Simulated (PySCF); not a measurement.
Structure with atom numbers: `[CH3:1][O:2][SiH2:3][c:4]1[cH:5][cH:6][c:7]([CH3:8])[cH:9][cH:10]1`; H(Xn) means a hydrogen on atom n.

Theory: coordinates at the GFN2-xTB level, shieldings: GIAO PBE0/pcSseg-1, in PySCF 2.14 (one conformer, fast rotation and ring inversion assumed for equivalent nuclei, non-relativistic, isolated molecule).

References, each an isolated molecule treated in the same way: TMS for $^{13}$C (186.93 ppm) and $^{1}$H (31.72 ppm) and $^{29}$Si (349.16 ppm); $^{17}$O (336.08 ppm) vs H2O.

| atoms | nucleus | count | δ (ppm) |
| --- | --- | --- | --- |
| H(C6)/H(C9) | $^{1}$H | 2 | 7.50 |
| Si3 | $^{29}$Si | 1 | -29.5 |
| O2 | $^{17}$O | 1 | ? |
| H(C8) | $^{1}$H | 3 | 2.49 |
| C6/C9 | $^{13}$C | 2 | ? |
| C4 | $^{13}$C | 1 | ? |
| H(Si3) | $^{1}$H | 2 | 5.37 |
| C5/C10 | $^{13}$C | 2 | 139.5 |
| C1 | $^{13}$C | 1 | 54.2 |
| C7 | $^{13}$C | 1 | 145.2 |
| C8 | $^{13}$C | 1 | 24.3 |
| H(C1) | $^{1}$H | 3 | ? |
| H(C5)/H(C10) | $^{1}$H | 2 | 7.73 |

Problem. Fill in the missing shifts.

Solution. 
- C6/C9: 133.4 ppm, aromatic CH; the aromatic region
- C4: 133.0 ppm, substituted aromatic carbon
- H(C1): 4.00 ppm, hydrogen on a methyl carbon bonded to O; its carbon carries O, hence the downfield position
- O2: -10.5 ppm, oxygen bonded to C, Si

Shifts are as computed. Against solution values, carbons near 30 ppm lie about +3 ppm off and those near 130 ppm about +5 ppm. Of 1309 compounds with measured shifts, 239 miss one by over three times the rms of a fit or turn the order of signals round; such compounds aren't used in these exercises. Experimental scales use liquid or dissolved standards, which lie at an offset from isolated H2O (liquid H2O: subtract about 36 ppm).
